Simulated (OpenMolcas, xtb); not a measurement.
## How methods differ on SiN2H5OF (SMILES N[Si](N)(O)F)

SiN2H5OF has 10 atoms, charge 0, and is taken as a singlet. SMILES: `N[Si](N)(O)F`. The shape is that of a PBE0-D4/def2-TZVP optimisation. This is one conformer, not always the lowest.

```xyz
10

N    -0.4158    1.4954   -0.0248
Si    0.0634   -0.0964   -0.2983
N    -0.4887   -1.0651    0.9778
O     1.6710    0.0226   -0.5851
F    -0.5539   -0.8271   -1.5866
H    -1.3283    1.7231    0.3273
H     0.0466    2.2720   -0.4641
H    -0.7412   -2.0271    0.8311
H    -0.2389   -0.8737    1.9325
H     2.0688   -0.6749   -1.1069
```

Quantity: the dipole moment, in D. The values are calculated.

```
         level             kind     program  value (D)   CPU time
      GFN0-xTB   semi-empirical         xtb       1.33  under 2 s
    HF/cc-pVDZ     Hartree–Fock  OpenMolcas       1.29       19 s
 SVWN5/cc-pVDZ              LDA  OpenMolcas       1.20       52 s
   PBE/cc-pVDZ              GGA  OpenMolcas       1.17       78 s
 M06-L/cc-pVDZ         meta-GGA  OpenMolcas       1.21       82 s
M06-2X/cc-pVDZ  hybrid meta-GGA  OpenMolcas       1.21       64 s
```

The values span 1.17 to 1.33 D. Magnitudes only. Times are those of the runs behind each value, whatever else they computed, on shared processors of several kinds: orders of magnitude only.
